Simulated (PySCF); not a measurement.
An element was calculated at PBE (PySCF 2.14, spin-free X2C, a triple-zeta basis, no spin-orbit coupling), in the ground configurations that NIST lists.

```
electron affinity          : 1.127 eV
first ionisation energy    : 7.830 eV
second ionisation energy   : 18.466 eV
third ionisation energy    : 31.242 eV
polarisability of the atom : 53.7 bohr³
```

Which element is it?

Rhodium (Rh, Z = 45), in aug-cc-pwCVTZ-DK. NIST lists 7.459, 18.08, 31.06 eV for these ionisation energies.
